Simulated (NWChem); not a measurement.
**Basis-set convergence for H$_{4}$Ge**

SMILES: [GeH4]
```xyz
5

Ge     0.0000     0.0000     0.0000
H      0.0000    -1.2642    -0.8939
H      0.0000     1.2642    -0.8939
H      1.2642     0.0000     0.8939
H     -1.2642     0.0000     0.8939
```
Charge 0, spin multiplicity 1.

The numbers come from NWChem runs, not from measurements. All single points use one geometry, from PBE/def2-SVP, a minimum by its harmonic frequencies.

Quantity: first vertical ionisation energy at the level G0W0@PBE.

The Hamiltonian is non-relativistic. GW and range-separated runs recompute their integrals, the others keep them in memory, which bears on the times. The structure started from a generated list of species.

The cost column gives rough processor time relative to def2-SVP; each entry includes its own SCF.

```csv
basis,functions,first vertical ionisation energy (eV),relative cost
def2-SVP,52,11.63,1
def2-SVPD,70,11.60,under 3
def2-TZVP,72,11.75,under 3
def2-TZVPP,104,11.87,4
```

Smallest basis within 0.2 eV of def2-TZVPP, the largest set run: def2-TZVP, with 72 functions against 104. def2-TZVPP isn't the basis-set limit itself, and a small set can land close by cancellation.
